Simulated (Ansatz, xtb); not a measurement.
# A geometry optimisation of H6Si2Sn with r2SCAN-D4/def2-SVP

The starting geometry of this gas-phase singlet was built from a drawn formula by distance geometry and a force field; its bonds are those of `[SiH2]1[SiH2][SnH2]1`.

| atom | x (Å) | y (Å) | z (Å) |
| --- | --- | --- | --- |
| Si | 0.0358 | -0.9780 | -0.5190 |
| Si | -1.3560 | -0.5369 | 1.1346 |
| Sn | 0.8598 | 0.6365 | 1.3331 |
| H | 0.6773 | -2.3261 | -0.4137 |
| H | -0.2457 | -0.3316 | -1.7757 |
| H | -2.4830 | 0.3324 | 0.6986 |
| H | -1.5208 | -1.6861 | 2.0901 |
| H | 1.9765 | -0.0716 | 2.4848 |
| H | 0.7926 | 2.3139 | 0.8194 |

Problem. Predict what it relaxes into with r2SCAN-D4/def2-SVP.

Solution. It keeps its bonds, and is `[SiH2]1[SiH2][SnH2]1`.

The energy falls by 0.39 eV over 5 steps:

```json
{"step": "1", "E − E(last) (eV)": "0.394"}
{"step": "2", "E − E(last) (eV)": "0.036"}
{"step": "3", "E − E(last) (eV)": "0.002"}
{"step": "4", "E − E(last) (eV)": "0.001"}
{"step": "5", "E − E(last) (eV)": "0.000"}
```

Final geometry (Å):

```xyz
9

Si    0.1224   -0.9863   -0.5452
Si   -1.4189   -0.5406    1.1823
Sn    0.8668    0.6385    1.3081
H     0.7280   -2.3508   -0.5874
H    -0.1802   -0.4564   -1.9082
H    -2.6273    0.2680    0.8419
H    -1.7262   -1.6462    2.1381
H     2.0154    0.1193    2.4571
H     0.9564    2.3069    0.9655
```

From the same start GFN2-xTB ends elsewhere, differing in Si1–Sn3 (4.13 against 2.57 Å here).

No frequencies were run, so the end isn't proven a minimum. Atoms past krypton carry core potentials, without spin–orbit terms. Run with Ansatz 0.2.0, 13 s on 2 threads of Intel(R) Xeon(R) Platinum 8259CL CPU @ 2.50GHz (Skylake/Cascade Lake), on a shared host.
